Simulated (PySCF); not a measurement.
Molecule: `InChI=1S/C5H7FO3/c1-4(7)9-3-5(6)8-2/h3H,1-2H3/b5-3-`.

Atoms are numbered as in `[CH3:1][O:2]/[C:3]([F:4])=[CH:5]\[O:6][C:7]([CH3:8])=[O:9]`. Each H is labelled by its parent atom.

Geometry GFN2-xTB throughout; GIAO in PySCF 2.14, gas phase, one conformer, non-relativistic; equivalent atoms averaged; basis pcSseg-1.

For orientation, revPBE gives these absolute shieldings σ: C3 17.5, C7 17.1, C5 76.6, C1 126.6, C8 160.2, O9 -108.1, F4 279.9, H(C5) 25.91, H(C1) 27.76 ppm.

A run gave: C3 17.3, C7 13.7, C5 76.6, C1 130.8, C8 163.1, O9 -114.7, F4 304.9, H(C5) 25.85, H(C1) 27.86 ppm (absolute shieldings σ).

Which functional was used in that run?
A. BLYP
B. HSE06
C. PBE0
D. wB97X-D

## Answers

D. F4 tells them apart best: wB97X-D gives 304.9, PBE0 gives 299.4, HSE06 gives 298.7, BLYP gives 280.3 ppm.
